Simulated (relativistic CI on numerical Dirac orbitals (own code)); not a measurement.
Hf3+: N6,7 absorption edge

Computed with this model: Dirac-Coulomb-Breit CI, separate exchange-only KLI orbitals for each configuration, a model potential for QED, multiplet model of core-to-valence dipole absorption, unscaled Slater integrals; configurations [Xe] 4f14 5d → [Xe] 4f13 5d2; 300 K; Lorentzian 0.45 eV and Gaussian 0.3 eV FWHM. Energies are those of the free ion, without screening or charge transfer. The branching ratio is the share of the lower-energy edge in the whole absorption, uncertain by about 0.02 where the edges overlap. S is read from ⟨S²⟩ = S(S + 1).

Field parameters in Wybourne normalisation: D3d B²₀ = −7Dσ, B⁴₀ = −14Dq − 21Dτ, B⁴₃ = −14√(10/7) Dq; D4h B²₀ = −7Ds, B⁴₀ = 21(Dq − Dt), B⁴₄ = 21√(5/14) Dq; Oh B⁴₀ = 21Dq, B⁴₄ = √(5/14) B⁴₀. The field is a parameter set, without covalency.

free ion: ground-state S = 0.50, centroid 18.64 eV. Peaks (eV, height): 16.1 (9), 18.9 (100).

D3d, 10Dq = 43750, Dσ = -950, Dτ = 110 cm⁻¹: ground-state S = 0.50, centroid 18.97 eV. Peaks (eV, height): 13.4 (16), 14.4 (20), 15.7 (74), 19.0 (41), 21.1 (100), 21.9 (82).

D4h, 10Dq = 27400, Ds = 880, Dt = 220 cm⁻¹: ground-state S = 0.50, centroid 18.87 eV. Peaks (eV, height): 14.2 (11), 15.2 (15), 16.4 (38), 18.2 (49), 19.9 (100).

D4h, 10Dq = 18800, Ds = -1370, Dt = -460 cm⁻¹: ground-state S = 0.50, centroid 18.85 eV. Peaks (eV, height): 14.5 (8), 15.4 (11), 16.7 (25), 18.1 (45), 19.8 (100).

D3d, 10Dq = 35300, Dσ = 1180, Dτ = 320 cm⁻¹: ground-state S = 0.50, centroid 19.00 eV. Peaks (eV, height): 14.5 (17), 16.2 (60), 18.7 (40), 20.6 (100).

Oh, 10Dq = 19750 cm⁻¹: ground-state S = 0.50, centroid 18.82 eV. Peaks (eV, height): 14.5 (9), 15.4 (12), 17.4 (42), 18.0 (43), 19.5 (100).

Strongest unbroadened transitions for D4h, 10Dq = 18800, Ds = -1370, Dt = -460 cm⁻¹:

```tsv
Energy (eV)	Relative strength
17.77	39.7
18.04	33.4
18.28	40.6
18.34	37.9
18.90	42.1
19.40	34.9
19.47	30.7
19.49	33.7
19.72	47.5
19.75	90.0
19.80	53.3
19.90	37.3
19.92	100.0
19.97	84.7
20.07	32.8
20.11	50.1
20.43	28.7
20.52	42.3
```
